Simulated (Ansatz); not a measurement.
Input for Ansatz (a program for electronic structure): U-B97M-V/def2-TZVPP on CrHO (SMILES [OH][Cr]), 2S+1 = 4, a spin state set in the input, which need not be the lowest.

Ansatz 0.2 input:
```yaml
crystal:
  periodic: [false, false, false]
  atoms:
    - {symbol: Cr, position_ang: [-0.93064081, -0.69291740, -0.81559575]}
    - {symbol: O, position_ang: [0.39043334, -0.09526838, 0.26416361]}
    - {symbol: H, position_ang: [0.50703875, 0.83555738, 0.48111251]}
basis:
  gaussian:
    orbitals: def2-TZVPP
hamiltonian:
  xc: {name: B97M-V}
magnetization: {spin_polarized: true, initial_magnetization: 3}
```

It printed:

```
WARN ansatz: RAYON_NUM_THREADS=1 ignored (pool sized by the plan → 1); use --threads N
Functional definition: B97M-V
integrals: 0.04 GiB planned
629 factors; their error is unknown
mean field: 0.46 GiB planned
mean field evaluation 1: about -30461.9612 eV, gradient 6.5e1 eV
mean field evaluation 2: about -30288.4394 eV, gradient 1.8e2 eV
mean field evaluation 4: about -30464.3291 eV, gradient 5.8e1 eV
mean field evaluation 8: about -30476.9204 eV, gradient 2.7e0 eV
mean field evaluation 16: about -30476.9446 eV, gradient 5.5e-2 eV
mean field evaluation 32: about -30476.9446 eV, gradient 5.6e-5 eV
mean field evaluation 64: about -30476.9181 eV, gradient 2.3e0 eV
mean field evaluation 96: about -30476.8087 eV, gradient 3.4e-2 eV
mean field evaluation 128: about -30476.6423 eV, gradient 9.7e-1 eV
mean field -30476.94464727 eV, -1120.0070577723 hartree, gradient 5.9e-6 eV, S^2 4.754504; 7 other end points of the search recorded, 0 dependent functions left out
reference -30476.94471391 eV, -1120.0070602210 hartree; 18, 15 occupied and 91, 94 virtual orbitals, 629 factors
Total energy: -30476.94471391 eV, -1120.0070602210 hartree
```

The run converged. Its determinant has ⟨S²⟩ = 4.75, a mixture of spin states.

Cost: about 50 core-seconds (a rough figure).
